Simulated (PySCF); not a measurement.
Below is a simulated gas-phase C 1s photoelectron spectrum of `[GeH3][NH][SiH2]C=C`.

Every computed line was given a Gaussian of 0.8 eV full width at half maximum and an area set by the number of equivalent atoms; the highest printed point is 100. Method: delta-SCF UKS SCAN, pcX-2 on the ionised atom, pcseg-1 elsewhere, spin-free X2C in PySCF 2.14.0.

```tsv
binding energy (eV)	intensity
288.7	0
288.8	0
288.9	1
289.0	2
289.1	4
289.2	8
289.3	13
289.4	22
289.5	34
289.6	48
289.7	63
289.8	77
289.9	89
290.0	97
290.1	100
290.2	97
290.3	89
290.4	77
290.5	63
290.6	48
290.7	34
290.8	22
290.9	14
291.0	8
291.1	4
291.2	2
291.3	1
291.4	0
291.5	0
```

Task: How many maxima does the curve show, and how many computed lines lie under it?

Result: The curve has 1 maximum (at 290.1 eV). Under it lie 2 lines from 2 inequivalent carbon sites. At this width some lines have no maximum of their own.

Task: Decompose the envelope and assign each component. Numbering: `[CH2:1]=[CH:2][SiH2:3][NH:4][GeH3:5]`.

Result: 
| position (eV) | relative area | line | atoms | environment |
| --- | --- | --- | --- | --- |
| 289.90 | 1 | C 1s | C2 | alkene CH carbon |
| 290.30 | 1 | C 1s | C1 | terminal =CH2 carbon |

Task: Above which line width would these two lines show one maximum?

Result: Two equal Gaussians merge once their distance is under 2σ = FWHM/1.177. With 0.41 eV between them that is a full width over 0.48 eV.

Lowest listed C 1s: C2, bonded to C (double bond), H and Si. Highest, 0.40 eV above it: C1, bonded to C (double bond) and 2 H.

No satellites, vibrations or lifetime broadening are included. The structure is a single PBE0-D3(BJ)/def2-SVP conformer in the gas phase; no vibrational or solvent corrections.

The values belong to the conformer `[CH2:1]=[CH:2][SiH2:3][NH:4][GeH3:5]`: C1–C2–Si3–N4 1°, C2–Si3–N4–Ge5 -91°.
